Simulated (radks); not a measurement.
Spherical quantum dot in the effective-mass picture: electrons in a parabolic well V = omega^2 r^2 / 2 with omega = 0.334, with a point charge +2 (a donor) at the centre, all in effective atomic units (hartree* = m*/eps^2 hartree, bohr* = eps/m* bohr), one dielectric constant everywhere. Method: non-relativistic Kohn-Sham, LDA (Slater exchange, Perdew-Wang correlation), spin-polarised, spherical densities; computed with a radial shooting solver with Libxc functionals. Levels are named by radial order and angular momentum (1s, 1p, 1d, 2s, ...), and open shells are averaged over m.

N = 37, configuration 1s2 1p6 1d10 2s2 1f14 2p(up 2, down 0) 3s(up 1, down 0). This is the lowest configuration that the search found. Occupied levels:

level,occupation,eigenvalue (hartree*),<r> (bohr*)
1s up,1,6.8924,1.015
1s down,1,6.9232,1.006
2s up,1,7.4070,4.523
2s down,1,7.4177,4.614
1p up,3,7.4418,4.526
1p down,3,7.4541,4.650
1d up,5,7.5524,5.260
1d down,5,7.5594,5.288
1f up,7,7.6710,5.695
1f down,7,7.6769,5.695
3s up,1,7.6867,4.766
2p up,2,7.6903,4.538

Energy (hartree*): total 160.024, kinetic 11.650, external 35.750, Hartree 122.31, exchange-correlation -9.6848.

Electron density:

r (bohr*),n(r) (e/bohr*^3)
0.211,1.657
0.742,0.2478
1.27,0.05543
1.80,0.02775
2.33,0.02532
2.86,0.02591
3.40,0.02681
3.92,0.02817
4.46,0.02947
4.99,0.02931
5.52,0.02637
6.05,0.02055
6.58,0.01339
7.11,0.007082
7.64,0.002989
8.17,0.0009930
8.70,0.0002594
9.23,0.00005339
9.76,8.666e-06
10.3,1.122e-06
